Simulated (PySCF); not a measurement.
Screening by computed properties: pick the candidate that meets the target.

Species are written as SMILES; each is one conformer at its optimised geometry, gas phase, non-relativistic unless stated. Electronic properties by PySCF.

Dipoles, sizes and rotational constants follow the conformer. The torsions of the flexible species, by atom-mapped SMILES:
- `[CH3:1][C:2]1=[C:3]([CH:4]([CH3:5])[CH3:6])[P@:7]1([CH3:8])=[O:9]`: C2–C3–C4–C5 -120°
- `[CH2:1]=[C:2]([S:3][CH3:4])[C@@H:5]1[SiH2:6][C@@H:7]1[O:8][CH3:9]`: C1–C2–S3–C4 24°, C1–C2–C5–Si6 -137°, Si6–C7–O8–C9 75°
- `[CH3:1]/[C:2](=[CH:3]\[CH2:4][NH:5][SiH3:6])[CH:7]([F:8])[F:9]`: C2–C3–C4–N5 -136°, C3–C4–N5–Si6 -141°, C1–C2–C7–F8 -58°
- `[CH2:1]=[C:2]([CH3:3])[SiH2:4][O:5][C:6]([CH3:7])=[S:8]`: C1–C2–Si4–O5 2°, C2–Si4–O5–C6 178°, Si4–O5–C6–C7 180°

(1) Wanted: HOMO–LUMO gap below 6 eV (PBE0/pcSseg-1) and dipole moment above 1.6 D (PBE0/pcSseg-1), at GFN2-xTB geometries. Which candidate meets both?
A. `C/C(=C\CN[SiH3])C(F)F`
B. `C(=C)([C@H]1[C@@H](OC)[SiH2]1)SC`
C. `C=C(C)[SiH2]OC(C)=S`
D. `CC1=C(C(C)C)[P@]1(C)=O`

## Answers

(1) C. Computed values:
| species | HOMO–LUMO gap | dipole moment |
| --- | --- | --- |
| C=C(C)[SiH2]OC(C)=S | 5.23 eV | 2.55 D |
| C(=C)([C@H]1[C@@H](OC)[SiH2]1)SC | 5.73 eV | 1.32 D |
| C/C(=C\CN[SiH3])C(F)F | 6.66 eV | 1.94 D |
| CC1=C(C(C)C)[P@]1(C)=O | 6.80 eV | 4.41 D |
